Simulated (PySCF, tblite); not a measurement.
Isomers of C8H16N2. Method: GFN2-xTB as coded in tblite; computed harmonic values from a numerical Hessian at the method's own geometry, unscaled. Against measured fundamentals such values can be off by several per cent, at times by over 20. One conformer each.

Electronic energies: PBE0/pcSseg-1 single points on the GFN2-xTB geometries (PySCF, gas phase).

```csv
SMILES,"electronic energy, lowest = 0 (kcal/mol)"
CC/C=N\N=C/C(C)(C)C,0.0
CN1CCCN1C1CCC1,7.9
C=CCN(/N=C/C)C(C)C,8.5
C=CN(NC1CC1)C(C)C,19.8
C1CCN(NC2CC2)CC1,2.6
C=CCN1[C@H](C)CCN1C,7.9
```

How do GFN2-xTB zero-point energies change the relative energies?

| SMILES | ZPE (kcal/mol) | of it from modes above 1550 cm⁻¹ | electronic (kcal/mol) | with ZPE, lowest = 0 (kcal/mol) | lowest mode (cm⁻¹) | rings |
| --- | --- | --- | --- | --- | --- | --- |
| CC/C=N\N=C/C(C)(C)C | 142.7 | 74.1 | 0.0 | 0.0 | 29 | 0 |
| C1CCN(NC2CC2)CC1 | 146.0 | 68.6 | 2.6 | 5.9 | 59 | 2 |
| C=CCN1[C@H](C)CCN1C | 143.6 | 71.0 | 7.9 | 8.8 | 35 | 1 |
| CN1CCCN1C1CCC1 | 145.8 | 68.3 | 7.9 | 11.1 | 54 | 2 |
| C=CCN(/N=C/C)C(C)C | 141.8 | 73.9 | 8.5 | 7.6 | 41 | 0 |
| C=CN(NC1CC1)C(C)C | 143.0 | 72.7 | 19.8 | 20.2 | 42 | 1 |

The zero-point energies span 4.2 kcal/mol, from `C=CCN(/N=C/C)C(C)C` to `C1CCN(NC2CC2)CC1`. The lowest isomer stays, but the order above it changes.

And how do the electronic energies of GFN2-xTB itself compare?

`CC/C=N\N=C/C(C)(C)C` 8.4; `C1CCN(NC2CC2)CC1` 6.6; `C=CCN1[C@H](C)CCN1C` 12.7; `CN1CCCN1C1CCC1` 0.0; `C=CCN(/N=C/C)C(C)C` 21.2; `C=CN(NC1CC1)C(C)C` 30.5 kcal/mol, lowest = 0. Against the energies above, taken from the same isomer `CC/C=N\N=C/C(C)(C)C`, the largest difference is 16.3 kcal/mol.

What do entropy and thermal enthalpy add at 298.15 K and 1 bar (rigid rotor, harmonic oscillator, one conformer each)?

```
             SMILES  point group  symmetry number  S (cal/(mol K))  H − H(0) (kcal/mol)  ZPE + H − H(0) − TS (kcal/mol)
CC/C=N\N=C/C(C)(C)C           C1                1            112.3                 8.63                           117.8
   C1CCN(NC2CC2)CC1           C1                1             97.4                 6.78                           123.7
C=CCN1[C@H](C)CCN1C           C1                1            105.1                 7.75                           120.0
     CN1CCCN1C1CCC1           C1                1            100.6                 7.05                           122.8
 C=CCN(/N=C/C)C(C)C           C1                1            111.8                 8.69                           117.1
  C=CN(NC1CC1)C(C)C           C1                1            107.5                 8.16                           119.1
```
